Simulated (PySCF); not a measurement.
# C8H11P: full NMR table

- Formula: C8H11P
- SMILES: CCc1pcccc1C
- Point group of the computed structure: C1
- Carbon signals: 8
- Proton signals: 6

Bonds (- single, = double, # triple, : aromatic): C1-C2, C2-C3, C3:P4, P4:C5, C5:C6, C6:C7, C7:C8, C8-C9, C8:C3. C1 carries H10, H11, H12; C2 carries H13, H14; C5 carries H15; C6 carries H16; C7 carries H17; C9 carries H18, H19, H20.

How the numbers were obtained: GFN2-xTB structure, σ from GIAO-PBE0/pcSseg-1, in PySCF (one computed conformer, one averaged value for each set of equivalent atoms, relativity neglected, isolated molecule).

δ = σ(ref) − σ, references computed at the same level: TMS for ¹H (σref 31.72), ¹³C (σref 186.93); H3PO4 for ³¹P (σref 318.38).

| carbon | δC, type | δH (multiplicity) | HMBC from (2–3 bonds) | span of the C tensor (ppm) |
| --- | --- | --- | --- | --- |
| C1 | 16.8, CH3 | 1.83 (t) | H13/H14 | 8 |
| C2 | 33.6, CH2 | 2.86 (m) | H10/H11/H12 | 12 |
| C3 | 185.4, C | – | H15, H17, H13/H14, H18/H19/H20, H10/H11/H12 | 325 |
| C5 | 162.1, CH | 9.07 (m) | H16, H17 | 320 |
| C6 | 136.5, CH | 8.02 (m) | H15, H17 | 240 |
| C7 | 136.5, CH | 7.63 (m) | H15, H16, H18/H19/H20 | 201 |
| C8 | 146.8, C | – | H16, H17, H13/H14, H18/H19/H20 | 235 |
| C9 | 25.5, CH3 | 2.50 (s) | H17 | 37 |

Other nuclei:
| atoms | nucleus | environment | δ (ppm) | σ (ppm) |
| --- | --- | --- | --- | --- |
| P4 | ³¹P | phosphorus bonded to 2 C, in a 6-membered ring | 219.8 | 98.6 |

1. δC 185.4, 146.8: substituted aromatic carbon.
2. δC 162.1, 136.5, 136.5: aromatic CH.
3. δC 16.8: methyl carbon; saturated and bonded to C and H only.
4. δH 9.07, 8.02, 7.63: hydrogen on an aromatic CH; the ring current deshields protons in the ring plane.
5. δH 2.86: hydrogen on an sp3 CH2 on an aromatic ring; benzylic-type position, deshielded by the ring.

Splittings by ³¹P in the carbon and heteronuclear signals aren't shown, as no couplings were computed. Shifts are as computed. Against solution values, carbons near 30 ppm lie about +3 ppm off and those near 130 ppm about +5 ppm. Of 1211 compounds with measured shifts, 218 miss one by over three times the rms of a fit or turn the order of signals round; such compounds aren't used in these exercises. Experimental scales use liquid or dissolved standards, which lie at an offset from isolated H3PO4. Multiplicities follow the n + 1 count of equivalent neighbours, as no J values were calculated; m marks all less simple cases, F and P coupling included.
